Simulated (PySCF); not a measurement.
**Magnetisability: SMILES [BH3-][n+]1ccc(CC)cc1, C7H12BN**

Geometry (Å), atoms numbered from 1 in this order:
```xyz
21

B    -3.4463    0.1801    0.2566
N    -1.8942    0.1269    0.1073
C    -1.1484    1.2024    0.3480
C     0.2180    1.2189    0.1611
C     0.8689    0.0758   -0.2964
C     2.3556    0.0325   -0.4678
C     3.0257   -0.4600    0.8179
C     0.0744   -1.0417   -0.5384
C    -1.2867   -0.9751   -0.3250
H    -3.8334    0.5849   -0.8031
H    -3.7065    0.9483    1.1308
H    -3.8367   -0.9270    0.4657
H    -1.6808    2.0738    0.6978
H     0.7763    2.1185    0.3712
H     2.7284    1.0295   -0.7091
H     2.6132   -0.6407   -1.2876
H     2.7956    0.2059    1.6465
H     4.1046   -0.4934    0.6895
H     2.6753   -1.4578    1.0720
H     0.5162   -1.9606   -0.8925
H    -1.9281   -1.8243   -0.5040
```

Computed with GIAO PBE0/pcSseg-1 magnetisability, rotational g tensor and spin-rotation constants, non-relativistic, gas phase in PySCF 2.14.0. Geometry: GFN2-xTB.

Task: What are the magnetisability and the molar susceptibility?

Result: Isotropic -1422 × 10⁻³⁰ J/T², or -85.7 × 10⁻⁶ cm³/mol; principal values -2029, -1232, -1006 × 10⁻³⁰ J/T², anisotropy 931 × 10⁻³⁰ J/T² (root of half the summed squared differences of the principal values). The susceptibility is in cgs units.

Task: Split it along the inertial axes a, b, c into diamagnetic and paramagnetic parts about the centre of mass, with the quadrupole moment.

Result: 
| axis | χ (10⁻⁶ cm³/mol) | diamagnetic (10⁻⁶ cm³/mol) | paramagnetic (10⁻⁶ cm³/mol) | summed x² of all electrons (Å²) | quadrupole Θ (D Å) |
| --- | --- | --- | --- | --- | --- |
| a | -76.4 | -402.4 | 326.0 | 309.4 | -22.46 |
| b | -60.6 | -1437.0 | 1376.4 | 65.5 | +19.40 |
| c | -119.9 | -1590.7 | 1470.8 | 29.3 | +3.06 |

Anisotropies 2χaa − χbb − χcc = +27.7 and 2χbb − χaa − χcc = +75.2 × 10⁻⁶ cm³/mol. Θ is traceless in Buckingham's convention.

Task: And the rotational g tensor?

Result: 
| axis | rotational constant (GHz) | g | nuclear part | electronic part |
| --- | --- | --- | --- | --- |
| a | 4.5084 | -0.0455 | 0.6449 | -0.6904 |
| b | 0.9625 | -0.0280 | 0.5944 | -0.6224 |
| c | 0.8586 | +0.0028 | 0.5961 | -0.5933 |

Asymmetric top; isotopes 11B, 12C, 1H, 14N; no vibrational averaging.
